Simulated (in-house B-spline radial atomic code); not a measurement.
**Two electrons outside the 1s2 core: the nitrogen ion N³⁺**

Computed with a B-spline radial code for spherical atoms: configuration interaction (CI) of the two valence electrons in the field of the frozen Dirac-Fock core, alone and with many-body perturbation theory for the core (screened one- and two-electron correlation potentials), Breit and QED terms; no-pair Dirac Hamiltonian, finite nucleus. Labels give the configuration (outer n counted up each series) and the leading LS term, or the jj pair where no LS term holds 70 %.

Command:
```bash
python run_mb.py task.json out
```
Settings (nuclear radius in fm, box in bohr, cutoff in hartree):
```
basis_form          3
Z                   7
core_configuration  1s2
rms_radius          2.5582
mass_number         14
speed_of_light      137.036
box_radius          18.0
lmax                6
intervals           66
virtual_cutoff      300.0
```

Run time, properties included: 90 s on 1 thread of Arm Neoverse V1 (shared host).

Excitation energies (eV):

```
    level  purity of the LS term  CI alone  CI + MBPT + Breit + QED  Landé g of the LS mixture
  2s2 1S0                    1.0         0                        0                          -
2s2p 3P°0                    1.0    8.4028                   8.3269                          -
2s2p 3P°1                    1.0    8.4131                   8.3343                       1.50
2s2p 3P°2                    1.0    8.4338                   8.3516                       1.50
2s2p 1P°1                    1.0    16.414                    16.22                       1.00
  2p2 3P0                    1.0         ?                        ?                          ?
  2p2 3P1                    1.0    22.017                   21.768                       1.50
  2p2 3P2                    1.0    22.037                   21.782                       1.50
  2p2 1D2                    1.0    23.632                   23.422                       1.00
  2p2 1S0                    1.0    29.424                   29.218                          -
 2s3s 3S1                    1.0    46.748                   46.771                       2.00
 2s3s 1S0                    1.0         ?                        ?                          ?
```

(1) Where does 2p2 3P0 lie?

(2) Where does 2s3s 1S0 lie?

(3) What is the first ionisation energy?

Some electric-dipole lines (reduced elements in atomic units, length form; vacuum wavelengths from the computed energies):

| upper | lower | D bare (size) | D with core polarisation (size) | λ (nm) | A (s⁻¹) |
| --- | --- | --- | --- | --- | --- |
| 2s2p 3P°1 | 2s2 1S0 | 0.00159 | 0.00158 | 148.76 | 5.1e+02 |
| 2s2p 1P°1 | 2s2 1S0 | 1.25 | 1.24 | 76.441 | 2.3e+09 |
| 2p2 3P1 | 2s2p 3P°0 | 0.831 | 0.827 | 92.245 | 5.9e+08 |
| 2p2 3P1 | 2s2p 3P°1 | 0.72 | 0.716 | 92.296 | 4.4e+08 |
| 2p2 3P2 | 2s2p 3P°1 | 0.929 | 0.925 | 92.197 | 4.4e+08 |
| 2p2 1D2 | 2s2p 3P°1 | 0.00402 | 0.004 | 82.177 | 1.2e+04 |
| 2p2 1S0 | 2s2p 3P°1 | 0.000971 | 0.000968 | 59.37 | 9.1e+03 |
| 2s3s 3S1 | 2s2p 3P°0 | 0.222 | 0.223 | 32.25 | 1e+09 |
| 2s3s 3S1 | 2s2p 3P°1 | 0.384 | 0.386 | 32.256 | 3e+09 |

Weak lines are less accurate than strong ones.

Results:

(1) 22.007 eV in CI alone and 21.759 eV with all corrections.

(2) 48.175 eV in CI alone and 48.21 eV with all corrections.

(3) 77.464 eV to the 2s1/2 state of the next ion (77.425 eV from CI alone). NIST lists 77.4735 ± 0.0004 eV (measured).
